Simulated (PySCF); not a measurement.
H4HfO4, triplet, at a GFN2-xTB geometry (such geometries of metal compounds can be far from the true shape) (the multiplicity is a formal guess) (core potentials on Hf); B3LYP/def2-SV(P) in PySCF.

Input for PySCF:
```python
from pyscf import gto, scf, dft

mol = gto.M(
    atom='''
Hf   -0.004369    0.009533    0.004445
O     1.762072    0.668632   -0.220389
H     1.813151    1.214889   -1.012694
O     0.244722   -0.535891    1.819173
H     1.198290   -0.411723    1.912458
O    -0.373303    0.816424   -1.688359
H    -1.153876    0.314823   -1.957643
O    -1.606815   -1.007367    0.062435
H    -1.756393   -1.338722    0.954950
''',
    basis='def2-sv(p)',
    ecp={'Hf': 'def2-sv(p)'},
    charge=0,
    spin=2,
    verbose=4,
)

mf = dft.UKS(mol)
mf.xc = 'b3lyp'
mf.kernel()
mf.analyze()
```

The log (banner, timings and long lists left out):

```
PySCF version 2.14.0

[INPUT] verbose = 4
[INPUT] num. atoms = 9
[INPUT] num. electrons = 48
[INPUT] charge = 0
[INPUT] spin (= nelec alpha-beta = 2S) = 2
[INPUT] symmetry False subgroup None
[INPUT] Mole.unit = angstrom
[INPUT] Symbol           X                Y                Z      unit          X                Y                Z       unit  Magmom
[...]
nuclear repulsion = 219.874466930936
number of shells = 43
number of NR pGTOs = 162
number of NR cGTOs = 89
basis = def2-sv(p)
ecp = {'Hf': 'def2-sv(p)'}

******** <class 'pyscf.dft.uks.UKS'> ********
method = UKS
initial guess = minao
damping factor = 0
level_shift factor = 0
DIIS = <class 'pyscf.scf.diis.CDIIS'>
diis_start_cycle = 1
diis_space = 8
diis_damp = 0
SCF conv_tol = 1e-09
SCF conv_tol_grad = None
SCF max_cycles = 50
direct_scf = True
direct_scf_tol = 1e-13
number electrons alpha = 25  beta = 23
XC library pyscf.dft.libxc version 7.1.2
    S. Lehtola, C. Steigemann, M. J. T. Oliveira, and M. A. L. Marques,  SoftwareX 7, 1–5 (2018)
XC functionals = b3lyp
    P. J. Stephens, F. J. Devlin, C. F. Chabalowski, and M. J. Frisch,  J. Phys. Chem. 98, 11623 (1994)
radial grids:
    Treutler-Ahlrichs [JCP 102, 346 (1995); DOI:10.1063/1.469408] (M4) radial grids

becke partition: Becke, JCP 88, 2547 (1988); DOI:10.1063/1.454033
pruning grids: <function nwchem_prune>
grids dens level: 3
symmetrized grids: False
atomic radii adjust function: <function treutler_atomic_radii_adjust>
small_rho_cutoff = 0
Set gradient conv threshold to 3.16228e-05
tot grids = 119352
init E= -338.735397749271

cycle= 1 E= -350.66973160188  delta_E= -11.9  |g|= 0.928  |ddm|= 5.45
cycle= 2 E= -350.088807149046  delta_E= 0.581  |g|= 1.48  |ddm|= 2.43

cycle= 3 E= -350.894924671318  delta_E= -0.806  |g|= 0.576  |ddm|=  1.8

cycle= 4 E= -351.015997908571  delta_E= -0.121  |g|= 0.253  |ddm|= 0.969

cycle= 5 E= -351.039621659353  delta_E= -0.0236  |g|= 0.0794  |ddm|= 0.382

cycle= 6 E= -351.04265894667  delta_E= -0.00304  |g|= 0.0308  |ddm|= 0.162

cycle= 7 E= -351.042977815122  delta_E= -0.000319  |g|= 0.0158  |ddm|= 0.0189

cycle= 8 E= -351.043070219846  delta_E= -9.24e-05  |g|= 0.00724  |ddm|= 0.0112

cycle= 9 E= -351.043088892604  delta_E= -1.87e-05  |g|= 0.0041  |ddm|= 0.00892

cycle= 10 E= -351.043095438062  delta_E= -6.55e-06  |g|= 0.00175  |ddm|= 0.00404

cycle= 11 E= -351.043096888034  delta_E= -1.45e-06  |g|= 0.000401  |ddm|= 0.0025

cycle= 12 E= -351.043096939462  delta_E= -5.14e-08  |g|= 0.000274  |ddm|= 0.000751

cycle= 13 E= -351.043096972704  delta_E= -3.32e-08  |g|= 6e-05  |ddm|= 0.000244

cycle= 14 E= -351.04309697512  delta_E= -2.42e-09  |g|= 2.86e-05  |ddm|= 0.000106

cycle= 15 E= -351.04309697563  delta_E= -5.1e-10  |g|= 1.37e-05  |ddm|= 3.63e-05

Extra cycle  E= -351.043096974997  delta_E= 6.33e-10  |g|= 4.49e-05  |ddm|= 6.98e-05
converged SCF energy = -351.043096974997  <S^2> = 2.0046619  2S+1 = 3.0031063
**** SCF Summaries ****
Total Energy =                        -351.043096974996502
Nuclear Repulsion Energy =             219.874466930935711
One-electron Energy =                 -933.984044241043875
Two-electron Energy =                  363.066480335111635
Two-electron Coulomb Energy =          405.005091962692347
DFT Exchange-Correlation Energy =      -41.938611627580705
**** MO energy ****
                             alpha | beta                alpha | beta
[...]
spin_pop of  0 Hf 5s        0.00011
spin_pop of  0 Hf 6s        0.53626
spin_pop of  0 Hf 7s        0.00307
spin_pop of  0 Hf 8s        0.00035
spin_pop of  0 Hf 9s       -0.00011
spin_pop of  0 Hf 10s        0.00118
spin_pop of  0 Hf 5px       0.04320
spin_pop of  0 Hf 5py       0.00504
spin_pop of  0 Hf 5pz       0.02094
spin_pop of  0 Hf 6px       0.01586
spin_pop of  0 Hf 6py      -0.00523
spin_pop of  0 Hf 6pz       0.00521
spin_pop of  0 Hf 7px       0.01626
spin_pop of  0 Hf 7py      -0.00081
spin_pop of  0 Hf 7pz       0.01071
spin_pop of  0 Hf 5dxy      0.01036
spin_pop of  0 Hf 5dyz      0.01186
spin_pop of  0 Hf 5dz^2     0.07180
spin_pop of  0 Hf 5dxz      0.09229
spin_pop of  0 Hf 5dx2-y2    0.10231
spin_pop of  0 Hf 6dxy      0.00194
spin_pop of  0 Hf 6dyz     -0.00022
spin_pop of  0 Hf 6dz^2     0.01242
spin_pop of  0 Hf 6dxz      0.01695
spin_pop of  0 Hf 6dx2-y2    0.01476
spin_pop of  1 O 1s        0.00001
spin_pop of  1 O 2s        0.01227
spin_pop of  1 O 3s        0.00567
spin_pop of  1 O 2px       0.22666
spin_pop of  1 O 2py       0.00119
spin_pop of  1 O 2pz       0.01164
spin_pop of  1 O 3px       0.00027
spin_pop of  1 O 3py       0.00034
spin_pop of  1 O 3pz       0.00114
spin_pop of  1 O 3dxy      0.00003
spin_pop of  1 O 3dyz      0.00003
spin_pop of  1 O 3dz^2    -0.00001
spin_pop of  1 O 3dxz      0.00004
spin_pop of  1 O 3dx2-y2    0.00015
spin_pop of  2 H 1s       -0.00722
spin_pop of  2 H 2s        0.00330
spin_pop of  3 O 1s        0.00000
spin_pop of  3 O 2s        0.01044
spin_pop of  3 O 3s        0.00428
spin_pop of  3 O 2px       0.00536
spin_pop of  3 O 2py       0.00124
spin_pop of  3 O 2pz       0.22501
spin_pop of  3 O 3px       0.00153
spin_pop of  3 O 3py      -0.00028
spin_pop of  3 O 3pz       0.00025
spin_pop of  3 O 3dxy      0.00003
spin_pop of  3 O 3dyz      0.00005
spin_pop of  3 O 3dz^2     0.00015
spin_pop of  3 O 3dxz      0.00011
spin_pop of  3 O 3dx2-y2    0.00004
spin_pop of  4 H 1s       -0.00328
spin_pop of  4 H 2s        0.00650
spin_pop of  5 O 1s        0.00000
spin_pop of  5 O 2s        0.01044
spin_pop of  5 O 3s        0.00417
spin_pop of  5 O 2px       0.00948
spin_pop of  5 O 2py       0.10039
spin_pop of  5 O 2pz       0.12174
spin_pop of  5 O 3px       0.00098
spin_pop of  5 O 3py      -0.00016
spin_pop of  5 O 3pz       0.00039
spin_pop of  5 O 3dxy      0.00003
spin_pop of  5 O 3dyz      0.00020
spin_pop of  5 O 3dz^2     0.00003
spin_pop of  5 O 3dxz      0.00006
spin_pop of  5 O 3dx2-y2    0.00004
spin_pop of  6 H 1s       -0.00328
spin_pop of  6 H 2s        0.00679
spin_pop of  7 O 1s        0.00001
spin_pop of  7 O 2s        0.01228
spin_pop of  7 O 3s        0.00503
spin_pop of  7 O 2px       0.14498
spin_pop of  7 O 2py       0.05536
spin_pop of  7 O 2pz       0.03918
spin_pop of  7 O 3px       0.00004
spin_pop of  7 O 3py       0.00133
spin_pop of  7 O 3pz       0.00062
spin_pop of  7 O 3dxy      0.00011
spin_pop of  7 O 3dyz     -0.00000
spin_pop of  7 O 3dz^2     0.00005
spin_pop of  7 O 3dxz      0.00008
spin_pop of  7 O 3dx2-y2    0.00001
spin_pop of  8 H 1s       -0.00722
spin_pop of  8 H 2s        0.00335
In total            25.00000 | 23.00000
Dipole moment(X, Y, Z, Debye):  0.09329, -0.20374, -0.09501
```
